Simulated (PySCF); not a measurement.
**Working out the ionisation energy of S²⁺**

S²⁺ [Ne] 3s2 3p2 (3P) → S³⁺ [Ne] 3s2 3p1 (2P). All numbers are calculated (PySCF 2.14, the non-relativistic Hamiltonian (point nucleus), in def2-TZVP (5s5p2d1f, 37 functions)). Frozen: [Ne]. Energies in hartree (1 hartree = 27.21139 eV):

```tsv
part	S²⁺ (lower)	S³⁺ (upper)
UHF	-396.327743	-395.072641
CCSD correlation	-0.087991	-0.069501
(T)	-0.002103	-0.000968
```

**Question.** What does Hartree-Fock give?

**Answer.** (-395.072641) − (-396.327743) = 1.255102 hartree = 34.153 eV.

**Question.** What do CCSD and CCSD(T) give?

**Answer.** The CCSD correlation energies differ by 0.018490 hartree = 0.503 eV and the triples by 0.001135 hartree = 0.031 eV, so CCSD gives 34.656 eV and CCSD(T) 34.687 eV.

Reference: 34.86 ± 0.04 eV (semi-empirical (NIST evaluation); NIST Atomic Spectra Database, ionization energies), between the lowest levels; spin-orbit coupling is absent from the calculation.

What remains against the reference includes basis incompleteness, the frozen core and higher excitations.
